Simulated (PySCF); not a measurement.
## Arsenic: a sound run and one with changed settings

Sound run: As⁺ [Ar] 3d10 4s2 4p2, As²⁺ [Ar] 3d10 4s2 4p1. Computed with PySCF 2.14 in def2-TZVP (6s5p4d1f, 48 functions), with the non-relativistic Hamiltonian (point nucleus). In the sound run the correlated levels freeze [Ar] 3d10. The sound run starts from symmetry-adapted Hartree-Fock orbitals and uses a fine grid where one is needed.

Changed run: scalar relativity by spin-free X2C-1e. This setting is unsound on purpose.

| species | method | sound run (hartree) | changed run (hartree) | converged |
| --- | --- | --- | --- | --- |
| As⁺ | UHF | -2233.84690 | -2253.30320 | yes |
| As⁺ | LDA | -2232.14542 | -2251.58173 | yes |
| As⁺ | MN15 | -2235.76543 | -2255.16715 | yes |
| As⁺ | MP2 | -2233.90115 | -2253.35709 | yes |
| As⁺ | CCSD(T) | -2233.91837 | -2253.37388 | yes |
| As²⁺ | UHF | -2233.18621 | -2252.64163 | yes |
| As²⁺ | LDA | -2231.45953 | -2250.89502 | yes |
| As²⁺ | MN15 | -2235.08035 | -2254.48142 | yes |
| As²⁺ | MP2 | -2233.22671 | -2252.68181 | yes |
| As²⁺ | CCSD(T) | -2233.24193 | -2252.69659 | yes |

Ionisation energy of As⁺:

```
 method  sound run (eV)  changed run (eV)
    UHF          17.978            18.002
    LDA          18.664            18.686
   MN15          18.642            18.660
    MP2          18.353            18.375
SCS-MP2          18.278            18.301
   CCSD          18.382            18.405
CCSD(T)          18.407            18.430
```

Most of the change in total energy is the relativistic energy itself. On top of that the contraction fixes the core shape for the Hamiltonian it was made with, so the changed run is not a good calculation with the other Hamiltonian either.

For comparison, NIST gives 18.589 eV between the lowest levels.
